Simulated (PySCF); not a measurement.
Static response to an electric field

C5H9BF2OSi.
Atom-mapped SMILES: `[F:1][B:2]([F:3])[C@:4]12[CH2:5][C@:6]([O:7][SiH3:8])([CH2:9]1)[CH2:10]2` (hydrogens: H11, H12 on C5; H13, H14, H15 on Si8; H16, H17 on C9; H18, H19 on C10)

Cartesian coordinates in Å at the PBE0-D3(BJ)/def2-SVP level; atoms count from 1:
```xyz
19
C5H9BF2OSi angstrom
F     -3.557    0.382    1.146
B     -2.848    0.564    0.049
F     -3.464    1.140   -0.966
C     -1.360    0.138   -0.059
C     -0.158    1.094   -0.325
C      0.429   -0.334   -0.254
O      1.734   -0.713   -0.436
Si     3.000   -0.193    0.528
C     -0.735   -0.797   -1.139
C     -0.468   -0.583    0.980
H      0.096    1.786    0.494
H     -0.137    1.591   -1.307
H      4.224   -0.828   -0.026
H      2.794   -0.610    1.948
H      3.122    1.297    0.480
H     -0.750   -0.426   -2.174
H     -1.010   -1.861   -1.076
H     -0.233   -0.018    1.896
H     -0.721   -1.631    1.202
```

Level: B3LYP/def2-SVPD (PySCF), static field, nuclei fixed, core orbitals frozen in the response. The polarisability tensor in these axes (au):

```
x   113.84  -2.82   2.35
y    -2.82  88.16  -1.39
z     2.35  -1.39  90.48
```

Q: Diagonalise the tensor; give its mean and Δα, where Δα² is half the sum of the squared differences of the eigenvalues.

A: Principal values 87.40, 90.67 and 114.41 au; mean 97.49 au = 14.45 Å³ = 16.07 × 10⁻⁴⁰ C²·m²/J; Δα = 25.53 au (26 % of the mean).

Q: What is the dipole moment, and where does it point?

A: (1.27, 0.05, 0.40) D, 1.33 D in size, pointing from the negative to the positive side. Measured along this direction, the outermost atoms are F3 at the negative end and H13 at the positive end.

Q: In a dilute gas of rigid molecules at 400 K, how does the orientational term μ²/3kT compare with the electronic polarisability?

A: In Gaussian units μ²/3kT = 10.69 Å³ against 14.45 Å³, a ratio of 0.74; the Debye molar polarisation (4π/3)N_A(α + μ²/3kT) is 63.4 cm³/mol, leaving out the vibrational part.

Q: Refractivity n − 1 of an ideal gas of it at 298.15 K and 1 atm, from the electronic α?

A: N = p/kT = 2.4615 × 10¹⁹ cm⁻³, so n − 1 = 2π × N × 14.45 × 10⁻²⁴ cm³ = 2234 × 10⁻⁶ at long wavelengths, for an ideal gas.

Q: Form Σ f/ω² (atomic units) for the 10 lowest TDDFT singlets, given as eV and f, and set it beside the mean polarisability, which is this sum over all singlets: 6.67, 0.0111; 6.81, 0.0030; 7.15, 0.0302; 7.28, 0.0066; 7.38, 0.0192; 7.53, 0.0177; 7.57, 0.0189; 7.76, 0.0016; 7.77, 0.0132; 7.86, 0.0039.

A: They add up to 1.73 au, 1.8 % of the 97.49 au; the largest single term is 0.44 au, from the state at 7.15 eV. Terms in order: 0.19, 0.05, 0.44, 0.09, 0.26, 0.23, 0.24, 0.02, 0.16, 0.05 au. Higher excitations give the rest. The strengths listed sum to 0.125.

Q: What molar refraction does this α imply?

A: Lorentz–Lorenz: R = (4π/3)N_A α = 2.5225 cm³/(mol·Å³) × 14.45 Å³ = 36.4 cm³/mol, in the limit of long wavelengths.

Q: Along which axes do the principal values lie, and how far do the nuclei extend along each?

A: Largest value along (0.99, -0.11, 0.10), where the nuclei span 7.92 Å; middle along (-0.14, -0.36, 0.92), 3.55 Å; least along (0.07, 0.93, 0.37), 4.03 Å. The strongest response lies along the longest span, while the other two are in reverse order.

One conformer (not necessarily the lowest) at the PBE0-D3(BJ)/def2-SVP geometry, without solvent, vibrations or thermal averaging.
